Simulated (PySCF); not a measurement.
## From computed data to an observable: oscillator strength and radiative lifetime

B(F)(GeH3)(OH) (BFGeH₄O), SMILES O[B](F)[GeH3].

Geometry: PBE0-D3(BJ)/def2-SVP. The structure was generated by enumeration, and PubChem lists no compound with its InChIKey, so it may never have been made. The values are those of a single conformer.

TDDFT-PBE/def2-SVPD (PySCF) puts the first singlet state with f over 0.02 at 6.80 eV (vertical), with the transition dipole (-0.036, -0.794, 0.000) in atomic units.

Task: Find the oscillator strength, the wavelength and the radiative lifetime that this transition would have in vacuum if emission retraced absorption.

Result: 
|μ|² = 0.6317 au, so |μ| = 2.02 D. ΔE = 6.80/27.211 = 0.2499 hartree. f = (2/3) ΔE |μ|² = 0.105 (the program prints 0.105).
λ = 1239.84/6.80 = 182 nm; ν = 54846 cm⁻¹.
Einstein's coefficient A = 0.6670 ν² f s⁻¹ (ν in cm⁻¹) = 2.1e8 s⁻¹, so τ = 1/A = 4.7 ns. This state is S2; the lower singlet has f = 0.017. The figure is the radiative limit of this one transition; relaxation, internal conversion, crossing to triplets and a medium change what is measured.
